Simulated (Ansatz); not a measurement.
Isolated molecules relaxed with PBE0-D4/def2-TZVP in Ansatz; ΔE leaves out vibrations. CBS: MP2 limit from def2 TZ/QZ plus the TZ coupled-cluster correction, frozen cores. Functionals use def2-TZVPP. B3LYP here is the variant with VWN-RPA as its local correlation; programs differ in this. For Se outer-core shells are correlated without core-valence functions, which leaves a few kJ/mol of doubt a bond. Scalar relativity is left out up to krypton. One conformer a species, not always the lowest.

Reaction (ligand exchange at the Si–C bond): `S[SiH2]C[SeH]` + `OCS` → `SCO[SiH2]S` + `C[SeH]`

`S[SiH2]C[SeH]`:

Z-matrix (Å, degrees):
```
Si
C 1 1.873
S 1 2.139 2 111.9
H 1 1.486 2 109.0 3 -122.7
H 1 1.481 2 110.0 3 116.2
Se 2 1.961 1 108.0 3 170.2
H 2 1.090 1 112.2 3 49.0
H 2 1.090 1 109.0 3 -71.8
H 3 1.344 1 94.7 2 -68.7
H 6 1.469 2 95.8 1 151.7
```

`OCS`:

Cartesian coordinates in Å:
```
O 0.841 -0.913 -0.053
C -0.185 -0.028 0.316
S -1.126 0.483 -1.123
H 1.347 -1.133 0.736
H -0.925 -0.504 0.972
H 0.208 0.859 0.824
H -0.160 1.237 -1.672
```

`SCO[SiH2]S`:

Cartesian coordinates in Å:
```
S 1.498 1.762 0.640
C 0.005 1.446 -0.329
O 0.028 0.245 -1.052
Si -0.663 -1.155 -0.547
S 0.026 -1.826 1.359
H 1.211 0.900 1.629
H -0.048 2.271 -1.041
H -0.865 1.504 0.332
H -2.121 -0.983 -0.324
H -0.359 -2.127 -1.615
H 1.289 -2.035 0.948
```

`C[SeH]`:

```xyz
6

C     0.375   -0.354   -0.179
Se   -0.902    0.370    1.103
H    -0.128   -0.643   -1.098
H     0.803   -1.238    0.291
H     1.166    0.366   -0.378
H    -1.316    1.500    0.261
```

Is it downhill or uphill in electronic energy at CCSD(T)/CBS, and by how much? (An estimate is asked.)

Computed: Downhill: ΔE = -1.11 eV.

What do these levels give: ωB97X-V, r2SCAN, PBE0, B3LYP, HF/def2-TZVPP, MP2/def2-TZVPP, SCS-MP2/def2-TZVPP, CCSD/def2-TZVPP, CCSD(T)/def2-TZVPP, SCS-MP2/def2-QZVPP, HF/CBS(def2), MP2/CBS(def2)? (Best estimate.)

The calculation gave: ωB97X-V -1.14, r2SCAN -1.15, PBE0 -1.05, B3LYP -1.16, HF/def2-TZVPP -1.24, MP2/def2-TZVPP -1.14, SCS-MP2/def2-TZVPP -1.16, CCSD/def2-TZVPP -1.13, CCSD(T)/def2-TZVPP -1.13, SCS-MP2/def2-QZVPP -1.15, HF/CBS(def2) -1.24, MP2/CBS(def2) -1.12 eV.

Largest T1 diagnostic among the species: 0.012.

In def2-TZVPP, CCSD(T) changes the Hartree–Fock value by +0.11 eV (the triples alone add +0.01 eV) and MP2 by +0.10 eV. The D4 term adds −0.04 eV with B3LYP and −0.02 eV with PBE0; it sums over pairs of atoms, weighted by their polarisabilities, and B3LYP, whose exchange is more repulsive, gets the larger term.
